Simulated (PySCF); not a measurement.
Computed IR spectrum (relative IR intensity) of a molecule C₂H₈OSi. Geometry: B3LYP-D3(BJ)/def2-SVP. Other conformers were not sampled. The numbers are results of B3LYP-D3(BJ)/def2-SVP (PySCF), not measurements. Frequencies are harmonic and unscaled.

ν (cm⁻¹): 142 (m), 158 (m), 264 (m), 269 (w), 615 (w), 685 (vw), 716 (m), 769 (m), 797 (m), 862 (m), 885 (m), 907 (vs), 940 (vs), 1269 (m), 1274 (w), 1443 (vw), 2236 (s), 3021 (vw), 3108 (w), 3120 (w), 3876 (m) (against the strongest line: vs over 80 %, s over 45 %, m over 15 %, w over 4 %, vw less)

Task: Which structure fits?
A) C[SiH](C)O
B) COC[SiH3]
C) C[C@@H](O)[SiH3]
D) OCC[SiH3]

Result: A, C[SiH](C)O
